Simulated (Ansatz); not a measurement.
`[Li][F]` and `[F][K]` differ in one element.

Ansatz, PBE0-D4/def2-TZVP geometries, multiplicity 1. 

Outer-core shells of K, Li are correlated without core-valence functions. Scalar relativity is left out up to krypton.

| property | `[Li][F]` |
| --- | --- |
| size of the dipole moment (ωB97M-V/def2-TZVPP) / D | 6.14 |
| size of the dipole moment (PBE/def2-TZVPP) / D | 5.97 |
| zero-point energy (PBE0-D4/def2-TZVP) / kJ/mol | 5.6 |
| vertical ionisation energy (CCSD(T)/def2-TZVPP) / eV | 11.34 |
| HOMO energy (ωB97M-V/def2-TZVPP) / eV | -10.44 |
| HOMO energy (PBE/def2-TZVPP) / eV | -6.00 |

(1) What does the change do to each property? (Estimate.)

Results:

(1) The calculation gave: 
```csv
property,`[F][K]`,shift
size of the dipole moment (ωB97M-V/def2-TZVPP) / D,8.60,2.46
size of the dipole moment (PBE/def2-TZVPP) / D,8.19,2.22
zero-point energy (PBE0-D4/def2-TZVP) / kJ/mol,2.6,-3.0
vertical ionisation energy (CCSD(T)/def2-TZVPP) / eV,9.41,-1.93
HOMO energy (ωB97M-V/def2-TZVPP) / eV,-8.85,1.59
HOMO energy (PBE/def2-TZVPP) / eV,-4.56,1.44
```

Dipoles are sizes alone; their direction can turn.
